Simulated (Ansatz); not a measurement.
System: CAuClO, charge 0, multiplicity 1. 
Structure (B3LYP-D3(BJ)/def2-TZVP (Ansatz, a program for electronic structure) minimum search):
SMILES: [O+]#[C-]->[Au][Cl]
```xyz
4

Au     0.0000     0.0000    -0.0230
Cl     0.0000     0.0000     2.2276
O      0.0000     0.0000    -3.0591
C      0.0000     0.0000    -1.9301
```
Charge 0, spin multiplicity 1.

Dipole moments at this geometry, in debye (magnitudes).

```csv
level,program,dipole (D)
revPBE/def2-TZVPD,Ansatz,3.51
B3LYP/def2-TZVPD,Ansatz,3.90
PBE0/def2-TZVPD,Ansatz,4.03
BHLYP/def2-TZVPD,Ansatz,4.46
wB97M-V/def2-TZVPD,Ansatz,4.46
CCSD(T)/def2-SVPD,Ansatz,4.87
```
